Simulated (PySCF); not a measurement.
Compound: Ta(NEt)Me3, C₅H₁₄NTa (singlet state).
Structure used (PBE0-D3(BJ)/def2-SVP), in Å, numbered top down from 1:
```xyz
21
C5H14NTa angstrom
Ta    -0.1606    0.2429   -0.9106
N     -0.1596    0.2526    0.8542
C     -0.1417    0.2281    2.2742
C      0.5789   -0.9919    2.8321
H      0.3421    1.1477    2.6547
H     -1.1793    0.2506    2.6585
H      0.5688   -0.9841    3.9331
H      0.0953   -1.9189    2.4885
H      1.6261   -1.0105    2.4945
C      1.9194    0.2255   -1.5068
H      1.9980    0.2882   -2.6102
H      2.4227   -0.7039   -1.1855
H      2.4904    1.0671   -1.0779
C     -1.1838    2.0491   -1.5255
H     -1.2823    2.0731   -2.6288
H     -0.6214    2.9494   -1.2190
H     -2.1953    2.1388   -1.0928
C     -1.1881   -1.5681   -1.5027
H     -2.1970   -1.6513   -1.0631
H     -0.6255   -2.4667   -1.1914
H     -1.2938   -1.6015   -2.6050
```

Computed with PBE0-D3(BJ)/def2-SVP geometry optimisation, gas phase, def2 core potentials past Kr (PySCF).

Which atoms are bound to Ta1, and at what distances?

4 atoms: N2 1.765 Å, C10 2.164 Å, C18 2.165 Å, C14 2.165 Å. The nearest atom not counted as bound is H11, at 2.75 Å (others tie with it).

List the angles at Ta1.

| angle | degrees | distance of the outer atoms (Å) |
| --- | --- | --- |
| C14–Ta1–C18 | 113.3 | 3.62 |
| C10–Ta1–C14 | 112.5 | 3.60 |
| C10–Ta1–C18 | 112.0 | 3.59 |
| N2–Ta1–C14 | 106.2 | 3.15 |
| N2–Ta1–C18 | 106.2 | 3.15 |
| N2–Ta1–C10 | 106.0 | 3.15 |

What is the shape at Ta1?

Distorted tetrahedral: angles from 106.0° to 113.3°; τ4 = (360° − α − β)/141° = 0.95 with α and β the two widest (0 for a square, 1 for a tetrahedron).

What are the other bond lengths?

N2–C3 1.420 Å; C3–C4 1.523 Å; C3–H5, C3–H6 1.107 Å; C4–H7, C4–H8, C4–H9 1.101 Å; C10–H11 and 8 like bonds 1.105 Å.

Give some angles away from the centre.

Ta1–N2–C3 178.5°, N2–C3–C4 112.7°.

Point group: near Cs, missed by 0.19 Å at most; the miss may be what the optimiser left on a soft mode. Charge 0, singlet. Not checked by PBE0-D3(BJ)/def2-SVP frequencies.

The run took 7.6 min of wall time on an Intel Xeon at 2.50 GHz with one thread, shared host with 64 logical CPUs at a one-minute load of 59, and the process peaked at 0.85 GiB of memory. These figures are those of the optimisation.
